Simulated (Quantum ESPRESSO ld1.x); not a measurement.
Task: The table gives one normalised radial function P(r) = r R(r) of Hf12+ in [Kr] 4d10 4f12 5s2 (r in bohr). Calculated with ld1.x of Quantum ESPRESSO 7.5: scalar-relativistic Kohn-Sham, LDA (Slater exchange, VWN5 correlation), spin-unpolarised, spherical densities, point nucleus.

r	P
0.0009076	0.0035
0.00104	0.0043
0.001191	0.0055
0.001354	0.0068
0.001551	0.0085
0.001777	0.0107
0.00202	0.0132
0.002314	0.0166
0.002651	0.0208
0.003038	0.0261
0.003452	0.0323
0.003955	0.0404
0.004532	0.0505
0.00515	0.0621
0.005901	0.0773
0.00676	0.0958
0.007684	0.1169
0.008803	0.1438
0.01009	0.1759
0.01146	0.2114
0.01313	0.2551
0.01505	0.3050
0.0171	0.3573
0.01959	0.4175
0.02245	0.4804
0.02551	0.5390
0.02923	0.5960
0.03348	0.6410
0.03806	0.6649
0.0436	0.6613
0.04995	0.6177
0.05723	0.5247
0.06505	0.3864
0.07452	0.1851
0.08538	-0.0638
0.09704	-0.3236
0.1112	-0.5958
0.1274	-0.8215
0.1448	-0.9475
0.1659	-0.9468
0.19	-0.7788
0.216	-0.4666
0.2474	-0.0036
0.2835	0.5272
0.3222	1.0067
0.3691	1.4065
0.4229	1.6264
0.4806	1.6468
0.5506	1.4928
0.6309	1.2171
0.717	0.9132
0.8215	0.6066
0.9411	0.3595
1.078	0.1881
1.225	0.0901
1.404	0.0354
1.609	0.0117
1.828	0.0034
2.095	0.0007
2.4	0.0001
2.727	0.0000
3.125	0.0000

Which n and l does it have? It may be an empty orbital.

Result: n = 4, l = 1: the number of nodes gives n - l - 1 = 2, the rise at small r (about r^(l+1), flatter next to the nucleus through relativity) gives l, and the extent must fit the shell. The curve is that of 4p. 4p: eigenvalue -605.11 eV, 2 radial nodes at r = 0.0826, 0.248 bohr, <r> = 0.495 bohr, 90 % of the charge inside 0.718 bohr.
